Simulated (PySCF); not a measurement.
Compound: ClH8NSi3.
Bonds: Si1–N2, N2–Si3, N2–Si4, Si4–Cl5. Hydrogens: H6, H7, H8 on Si1; H9, H10, H11 on Si3; H12, H13 on Si4.

Theory: PBE0-D3(BJ)/def2-SVP geometry optimisation, gas phase in PySCF 2.14.0.

What internal coordinates does the optimisation give?

| bond | length (Å) |
| --- | --- |
| Si1–N2, N2–Si3 | 1.761 |
| N2–Si4 | 1.733 |
| Si4–Cl5 | 2.074 |
| Si1–H6 and 5 like bonds | 1.493 |
| Si4–H12, Si4–H13 | 1.487 |

Bonds in one row agree within 0.01 Å and their mean is given. A selection of angles:
| angle | degrees |
| --- | --- |
| N2–Si1–H6 | 107.2 |
| N2–Si1–H7 | 111.4 |
| H6–Si1–H7 | 109.3 |
| Si1–N2–Si3 | 119.6 |
| Si1–N2–Si4 | 119.6 |
| N2–Si3–H11 | 110.2 |
| H9–Si3–H11 | 108.4 |
| N2–Si4–Cl5 | 110.8 |
| N2–Si4–H12 | 108.2 |
| N2–Si4–H13 | 111.2 |
| Cl5–Si4–H12 | 107.8 |
| H12–Si4–H13 | 111.9 |

Torsions: Si1–N2–Si4–Cl5 99° (anticlinal). The mirror-image conformer, all signs reversed, is as good.

The N–Si distances run from 1.733 Å (N2–Si4, drawn single) to 1.761 Å (Si1–N2, drawn single), a spread of 0.028 Å. Si1 (SiH3 silicon) is tetrahedral (angles from 107.2° to 111.4°). N2 (nitrogen bridging silicon atoms) is planar (angles 120.3°, 119.6° and 119.6°, sum 359.4°, 0.08 Å off the plane of its three neighbours). Si4 (chlorine-bound silicon) is tetrahedral (angles from 106.7° to 111.9°).

Point group: C1 (no symmetry element, even within 0.4 Å). Stationary, but not proved a minimum. One conformer, not necessarily the lowest.
